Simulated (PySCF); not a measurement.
**Partial charges of `C[C@@H](F)[C@@H]1CC[Si@@H]1C(F)F`**

Compound: C6H11F3Si.
Z-matrix (Å and degrees, GFN2-xTB geometry), rows numbered from 1:
```
C 
C   1  1.5214
F   2  1.3908  1  108.48
C   2  1.5213  1  113.61  3   120.92
C   4  1.5476  2  115.08  1   -64.09
C   5  1.5457  4  100.52  2  -131.45
Si  6  1.9075  5   91.24  4     8.00
C   7  1.9375  4  115.70  2    13.67
F   8  1.3639  7  109.26  4   -86.12
F   8  1.3644  7  109.87  4   158.40
H   1  1.0867  2  110.33  3   -64.28
H   1  1.0873  2  109.96  3    55.65
H   1  1.0859  2  109.61  3   175.56
H   2  1.0980  1  110.44  3  -114.70
H   4  1.0899  2  107.24  1    60.37
H   5  1.0883  4  113.22  2   107.56
H   5  1.0881  4  110.60  2   -14.45
H   6  1.0871  5  112.09  4  -108.24
H   6  1.0872  5  113.69  4   129.89
H   7  1.4623  4  118.28  2  -114.15
H   8  1.0968  7  117.15  4    35.89
```

Density: PBE0/pcSseg-1 (PySCF); schemes: Mulliken, IAO, Hirshfeld and ESP-fitted. Geometry: GFN2-xTB, one conformer, isolated molecule.

Do the Mulliken, IAO, Hirshfeld and ESP-fitted schemes agree on where the charge is highest?

All schemes agree: Mulliken Si7 (+0.825); IAO Si7 (+0.861); Hirshfeld Si7 (+0.359); ESP-fitted Si7 (+0.336).

For which atoms does the sign change between the 4 schemes (beyond +0.03 e in one, beyond −0.03 e in another)?

C5. Atomic charges aren't observables, and each scheme defines them in its own way.

Do the Mulliken, IAO, Hirshfeld and ESP-fitted schemes agree on where the charge is lowest?

The schemes don't all agree: Mulliken C4 (-0.583); IAO C6 (-0.546); Hirshfeld C6 (-0.161); ESP-fitted C6 (-0.406).

Tabulate the Mulliken, IAO, Hirshfeld and ESP-fitted charges.

In e:

| atom | environment | Mulliken | IAO | Hirshfeld | ESP-fitted |
| --- | --- | --- | --- | --- | --- |
| C1 | methyl carbon | -0.237 | -0.435 | -0.126 | -0.347 |
| C2 | sp3 C–F carbon | +0.165 | +0.190 | +0.065 | +0.254 |
| F3 | alkyl fluorine | -0.347 | -0.346 | -0.102 | -0.254 |
| C4 | sp3 carbon bound to silicon | -0.583 | -0.398 | -0.122 | -0.239 |
| C5 | four-membered-ring carbon | -0.175 | -0.259 | -0.074 | +0.085 |
| C6 | sp3 carbon bound to silicon | -0.520 | -0.546 | -0.161 | -0.406 |
| Si7 | SiH silicon | +0.825 | +0.861 | +0.359 | +0.336 |
| C8 | CHF2 carbon | +0.249 | +0.185 | +0.055 | +0.318 |
| F9 | fluorine of a CF2 group | -0.313 | -0.307 | -0.117 | -0.244 |
| F10 | fluorine of a CF2 group | -0.314 | -0.307 | -0.120 | -0.234 |
| H11 | methyl hydrogen | +0.122 | +0.146 | +0.044 | +0.087 |
| H12 | methyl hydrogen | +0.129 | +0.153 | +0.046 | +0.119 |
| H13 | methyl hydrogen | +0.113 | +0.148 | +0.049 | +0.097 |
| H14 | methine hydrogen | +0.114 | +0.136 | +0.040 | +0.034 |
| H15 | methine hydrogen | +0.146 | +0.148 | +0.041 | +0.099 |
| H16 | methylene hydrogen | +0.130 | +0.139 | +0.039 | +0.016 |
| H17 | methylene hydrogen | +0.132 | +0.143 | +0.036 | +0.051 |
| H18 | methylene hydrogen | +0.145 | +0.152 | +0.039 | +0.125 |
| H19 | methylene hydrogen | +0.148 | +0.152 | +0.040 | +0.100 |
| H20 | Si–H hydrogen | -0.054 | -0.109 | -0.069 | -0.070 |
| H21 | methine hydrogen | +0.126 | +0.154 | +0.037 | +0.072 |

Mean size of the charges over all atoms: IAO 0.258 e, Mulliken 0.242 e, ESP-fitted 0.171 e, Hirshfeld 0.085 e. Each set sums to the total charge, 0, to within 0.001 e. The Hirshfeld scheme divides the density at each point in proportion to the densities of the neutral, spherically averaged free atoms.

Sum the charges by element, for elements with more than one atom.

| element | atoms | Mulliken | IAO | Hirshfeld | ESP-fitted |
| --- | --- | --- | --- | --- | --- |
| C | 6 | -1.102 | -1.264 | -0.362 | -0.335 |
| F | 3 | -0.975 | -0.961 | -0.339 | -0.732 |
| H | 11 | +1.251 | +1.364 | +0.342 | +0.731 |

How closely do the schemes follow one another over all atoms?

Correlation coefficient and root-mean-square difference: IAO with Hirshfeld 0.98, 0.205 e; Mulliken with IAO 0.98, 0.067 e; Mulliken with Hirshfeld 0.96, 0.201 e; IAO with ESP-fitted 0.89, 0.161 e; Mulliken with ESP-fitted 0.88, 0.157 e; Hirshfeld with ESP-fitted 0.85, 0.126 e.
